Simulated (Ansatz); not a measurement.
Basis sets compared for PdSe₂⁻ (the lowest doublet isomer of a short search). Total charge -1; doublet. Geometry PBE0-D4/def2-TZVPD. Ansatz on 4 threads of Arm Neoverse V1 on a shared host; times are rough, and most runs start from earlier orbitals.

```xyz
3

Pd    0.814   -0.114   -1.137
Se   -0.681   -1.116    0.489
Se   -0.133    1.229    0.648
```

In the def2 sets Pd takes a core potential; there is no spin–orbit coupling. At PBE-D4/def2-SVPD, PBE-D4/def2-TZVPD the highest occupied level of the charge -1 doublet lies above zero (up to 0.80 eV). By energy differences its removal costs 1.95 eV (vertical, to the charge 0 triplet, at PBE0-D4/def2-TZVPD). Another isomer (doublet) lies 0.38 eV lower at r2SCAN-D4/def2-TZVPD.

```tsv
level	functions	energy (Eh)	HOMO (eV)	LUMO (eV)	wall time
PBE-D4/def2-SVPD	116	-4929.8253	0.80	1.00	2.7 s
PBE0-D4/def2-SVPD	116	-4929.9369	-0.16	1.86	4.2 s
```

Problem. Estimate the rows for PBE-D4/def2-TZVPD, PBE0-D4/def2-TZVPD.

Solution. 
```
             level  functions  energy (Eh)  HOMO (eV)  LUMO (eV)  wall time
 PBE-D4/def2-TZVPD        154   -4930.4449       0.78       1.02      3.8 s
PBE0-D4/def2-TZVPD        154   -4930.5557      -0.17       1.89      6.5 s
```
